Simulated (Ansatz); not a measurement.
`C=C(O)Br` + CH₃SH → `C=C(O)SC` + HBr  (substitution at a C–Br bond)

Computed with Ansatz on PBE0-D4/def2-TZVP structures; ΔE is electronic, products minus reactants. CCSD(T)/CBS adds triple-zeta CCSD(T) − MP2 to the extrapolated MP2 energy (def2 sets, frozen cores). This one scheme is used for every species. Functionals use def2-TZVPP. B3LYP here is the variant with VWN-RPA as its local correlation; programs differ in this. For Br outer-core shells are correlated without core-valence functions, which leaves a few kJ/mol of doubt a bond. Scalar relativity is left out up to krypton. One conformer a species, not always the lowest.

```tsv
level	ΔE (eV)
ωB97M-V	-0.29
B3LYP	-0.25
```

**Question.** What does CCSD(T)/CBS give? (Best estimate.)

**Answer.** Computed: -0.31 eV. The listed levels differ from it by 0.02, 0.06 eV.

Largest T1 diagnostic among the species: 0.012.

The D4 term adds −0.05 eV with B3LYP and −0.03 eV with PBE0; it sums over pairs of atoms, weighted by their polarisabilities, and B3LYP, whose exchange is more repulsive, gets the larger term. In def2-TZVPP, CCSD(T) changes the Hartree–Fock value by −0.05 eV (the triples alone add −0.02 eV) and MP2 by −0.05 eV.
